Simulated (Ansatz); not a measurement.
Here is a job for Ansatz (a first-principles code).
Ansatz 0.2 input:
```yaml
crystal:
  periodic: [false, false, false]
  atoms:
    - {symbol: Si, position_ang: [-0.00749995, -0.02113034, -0.54770421]}
    - {symbol: O, position_ang: [0.00356681, 0.00600567, 0.91874758]}
basis:
  gaussian:
    orbitals: 6-31G
hamiltonian:
  xc: b3lyp
total_charge: 1
magnetization: {spin_polarized: true, initial_magnetization: 1}
relax: {}
```

### Question
What does this run give for the Mulliken (on the basis functions themselves) charges in atom order, number of basis functions, total energy at the end of the optimisation, <S^2>?

### Answer

| Quantity | Result |
|---|---|
| Mulliken (on the basis functions themselves) charges in atom order | Si1 1.32, O2 -0.32 |
| number of basis functions | 22 |
| total energy at the end of the optimisation | -364.2492 Eh |
| <S^2> | 0.761 |
